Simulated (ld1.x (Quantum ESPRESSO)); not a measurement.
**Varying the TM potential for B**

Base potential:

* Element: boron
* Generator: ld1.x (Quantum ESPRESSO) 7.5
* Type: norm-conserving Troullier–Martins (Kleinman–Bylander form)
* Functional: PBE
* Relativity: scalar-relativistic
* Frozen core: [He]
* Valence charge: 3
* Reference configuration: 2s2 2p1
* Partial waves: 2s (bound): rc 1.30 bohr; 2p (bound): rc 3.80 bohr
* Local potential: all-electron potential smoothed inside 1.05 bohr (lloc = -1)
* Core correction: Bessel-smoothed model core inside 0.95 bohr

Cutoffs, loose and tight: the cutoffs (Ry, on a coarse ladder) from which the occupation-weighted sum of valence levels, in a spherical-Bessel basis at the reference potential, stays within 10 and 1 mRy of its value at 400 Ry. They do not see the model core or the augmentation charge, which bear on the density cutoff. Test errors are all-electron minus pseudo excitation energies from the reference, over the configurations 2s2 2p0; 2s1 2p0; 2s2 2p0.5; 2s1 2p1; 2s0 2p3; 2s1 2p2; 2s2 2p1.3. A dash means not determined; rows that change the core or the reference have their own tests.

A true bound ghost makes a file unfit for plane-wave use even where its test errors are small: the radial tests pick states by their node count and pass the ghost by.

| change | outcome | cutoff, loose | cutoff, tight | bound ghosts | largest test error (meV) |
| --- | --- | --- | --- | --- | --- |
| base | generated | 21 Ry | 55 Ry | none | +589 |
| local potential all-electron potential smoothed inside 1.56 bohr (lloc = -1) | generated | 21 Ry | 55 Ry | none | +587 |
| local potential all-electron potential smoothed inside 2.06 bohr (lloc = -1) | generated | 21 Ry | 55 Ry | none | +580 |
| local potential all-electron potential smoothed inside 2.28 bohr (lloc = -1) | generated | 21 Ry | 55 Ry | none | +571 |
| local potential all-electron potential smoothed inside 3.18 bohr (lloc = -1) | generated | 21 Ry | 55 Ry | none | +662 |
| local potential all-electron potential smoothed inside 3.54 bohr (lloc = -1) | generated | 21 Ry | 55 Ry | none | +612 |
| local potential all-electron potential smoothed inside 3.98 bohr (lloc = -1) | generated | 21 Ry | 55 Ry | none | +443 |
| local potential all-electron potential smoothed inside 4.36 bohr (lloc = -1) | generated | 21 Ry | 55 Ry | none | +423 |

(1) What comes out with this change to the base: local potential all-electron potential smoothed inside 2.76 bohr (lloc = -1)?

## Answers

(1) outcome: generated; cutoff, loose: 21 Ry; cutoff, tight: 55 Ry; bound ghosts: s; largest test error (meV): +446.

Reading the sweep of the rcloc (base included, trends over the rows without a ghost): The loose cutoff stays near 21 Ry. The median size of the test errors (rows with all tests solved) is not monotonic: lowest 88.7 meV at 3.18 bohr, highest 148.5 meV at 3.98 bohr. Bound ghosts are found at 2.76 bohr.
